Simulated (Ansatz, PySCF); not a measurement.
Reaction 0.5 R1 + 1.5 R2 → P1, each structure at its B3LYP-D3(BJ)/def2-TZVP stationary point, reached from a drawn start (curvature not checked).
R1: N2 (SMILES N#N), charge 0, multiplicity 1.
P1: NH3 (SMILES N), charge 0, multiplicity 1.
R2: H2 (SMILES [H][H]), charge 0, multiplicity 1.

P less R. No zero-point or thermal terms.

Correlated levels freeze the cores. CBS: X⁻³ extrapolation of the correlation energy, Hartree–Fock from the larger set.

Programs: Ansatz (an electronic-structure program) with Gaussian orbitals; PySCF for the D3/D4 terms. No computed number here is a measurement.

Estimate the reaction energy that CCSD(T)/CBS(cc-pVTZ, cc-pVQZ) returns for this input.

-83 kJ/mol

Give the reaction energy at the level CAM-B3LYP-D3(BJ)/def2-TZVPP.

-94 kJ/mol

Estimate the reaction energy that BHLYP/def2-TZVPP returns for this input.

-95 kJ/mol
